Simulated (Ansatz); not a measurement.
Reaction (formal exchange of groups at a Ga–S bond): `[CH3][GaH][S]S` + `BC(=C)O` → `[BH2][GaH][CH3]` + `C=C(O)SS`

Program: Ansatz. Geometries: PBE0-D4/def2-TZVP. ΔE: electronic, gas phase. CCSD(T)/CBS is the MP2 limit (def2-TZVPP, def2-QZVPP) plus CCSD(T) − MP2 in def2-TZVPP, frozen cores. DFT in def2-TZVPP. For Ga outer-core shells are correlated without core-valence functions, which leaves a few kJ/mol of doubt a bond. Scalar relativity is left out up to krypton. One conformer a species, not always the lowest.

```json
{"level": "ωB97X-V", "ΔE (kcal/mol)": "39.1"}
{"level": "MP2/def2-QZVPP", "ΔE (kcal/mol)": "40.7"}
```

Task: What does CCSD(T)/CBS give? (Estimate.)

Result: Ansatz gave: +40.5 kcal/mol. The listed levels differ from it by -1.4, 0.2 kcal/mol.

Largest T1 diagnostic among the species: 0.013.

From PBE to PBE0 (25 % exact exchange), in def2-TZVPP and without D4, ΔE moves by +1.4 kcal/mol. In def2-TZVPP, CCSD(T) changes the Hartree–Fock value by −4.4 kcal/mol (the triples alone add −0.4 kcal/mol) and MP2 by −4.2 kcal/mol.
